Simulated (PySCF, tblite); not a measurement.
Species: C₈H₄N₂S.
SMILES with atom numbers: `[CH:1]#[C:2][c:3]1[cH:4][cH:5][cH:6][c:7]2[s:8][n:9][n:10][c:11]12` (hydrogens: H12 on C1; H13 on C4; H14 on C5; H15 on C6)

Computed geometry: GFN2-xTB, gas phase.

(1) What internal coordinates does the optimisation give?

Answers

(1) 
```json
{"bond": "C1≡C2", "length (pm)": "120.1"}
{"bond": "C2–C3", "length (pm)": "141.1"}
{"bond": "C3–C4", "length (pm)": "138.7"}
{"bond": "C4–C5", "length (pm)": "139.5"}
{"bond": "C5–C6", "length (pm)": "138.0"}
{"bond": "C6–C7", "length (pm)": "138.8"}
{"bond": "C7–S8", "length (pm)": "172.8"}
{"bond": "S8–N9", "length (pm)": "168.2"}
{"bond": "N9–N10", "length (pm)": "124.2"}
{"bond": "N10–C11", "length (pm)": "135.3"}
{"bond": "C3–C11", "length (pm)": "140.8"}
{"bond": "C7–C11", "length (pm)": "141.9"}
{"bond": "C1–H12", "length (pm)": "104.9"}
{"bond": "C4–H13", "length (pm)": "108.0"}
{"bond": "C5–H14", "length (pm)": "108.0"}
{"bond": "C6–H15", "length (pm)": "107.8"}
```

A selection of angles:
```json
{"angle": "C1–C2–C3", "degrees": "179.6"}
{"angle": "C2–C3–C4", "degrees": "121.9"}
{"angle": "C2–C3–C11", "degrees": "120.4"}
{"angle": "C4–C3–C11", "degrees": "117.7"}
{"angle": "C3–C4–C5", "degrees": "121.5"}
{"angle": "C4–C5–C6", "degrees": "121.8"}
{"angle": "C5–C6–C7", "degrees": "117.7"}
{"angle": "C6–C7–S8", "degrees": "131.5"}
{"angle": "C6–C7–C11", "degrees": "121.4"}
{"angle": "S8–C7–C11", "degrees": "107.0"}
{"angle": "C7–S8–N9", "degrees": "90.8"}
{"angle": "S8–N9–N10", "degrees": "114.7"}
{"angle": "N9–N10–C11", "degrees": "115.1"}
{"angle": "C3–C11–N10", "degrees": "127.7"}
{"angle": "C3–C11–C7", "degrees": "119.9"}
{"angle": "C7–C11–N10", "degrees": "112.4"}
```

N10 (pyridine-type nitrogen) is bent (angle 115.1°). The 11 heavy atoms lie in one plane (0.002 Å rms). The 6-membered ring C3–C4–C5–C6–C7–C11 has internal angles of 117.7° to 121.8°; it is planar, 0.00 Å rms from its mean plane, widest ring torsion 0°. The 5-membered ring C7–S8–N9–N10–C11 has internal angles of 90.8° to 115.1° (sum 540°, against 540° for a flat polygon); it is planar, 0.00 Å rms from its mean plane, widest ring torsion 0°. The C–C distances run from 1.201 Å (C1≡C2, drawn triple) to 1.419 Å (C7–C11, aromatic), a spread of 0.218 Å. N9 (pyridine-type nitrogen) is bent (angle 114.7°).

Point group: Cs (every atom within 0.08 Å of its image). Its GFN2-xTB frequencies are all real (lowest 97 cm⁻¹).
